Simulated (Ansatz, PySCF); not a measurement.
Gas-phase reaction R1 → P1 + 0.5 P2, each structure at its B3LYP-D3(BJ)/def2-TZVP stationary point, reached from a drawn start (curvature not checked).
R1: C3H9Ga (SMILES [CH3][Ga]([CH3])[CH3]), charge 0, multiplicity 1.
P1: C2H6Ga (SMILES [CH3][Ga][CH3]), charge 0, multiplicity 2.
P2, C2H6 (SMILES CC) (charge 0, multiplicity 1):
```xyz
8

C      0.00000     0.00000     0.76306
C      0.00000     0.00000    -0.76306
H      0.00000     1.01711     1.16017
H     -0.88084    -0.50856     1.16017
H      0.88084    -0.50856     1.16017
H      0.00000    -1.01711    -1.16017
H     -0.88084     0.50856    -1.16017
H      0.88084     0.50856    -1.16017
```

P less R. No zero-point or thermal terms; singlets are restricted closed shells; open shells are unrestricted; no spin–orbit coupling.

Frozen-core correlation throughout. In cc and def2 sets filled d and f shells under p-block atoms count as core.

Codes used: Ansatz (Gaussian basis) for Hartree–Fock, density functionals and correlated methods; PySCF for the D3/D4 terms. No computed number here is a measurement.

**Question.** Give the reaction energy at the level B2PLYP-D3(BJ)/def2-TZVPPD.

**Answer.** 28.8 kcal/mol

**Question.** Give the reaction energy at the level r2SCAN-D4/def2-TZVPPD.

**Answer.** 29.1 kcal/mol

**Question.** Predict the reaction energy from r2SCAN/def2-TZVPPD.

**Answer.** 28.7 kcal/mol

Ansatz is a first-principles code.
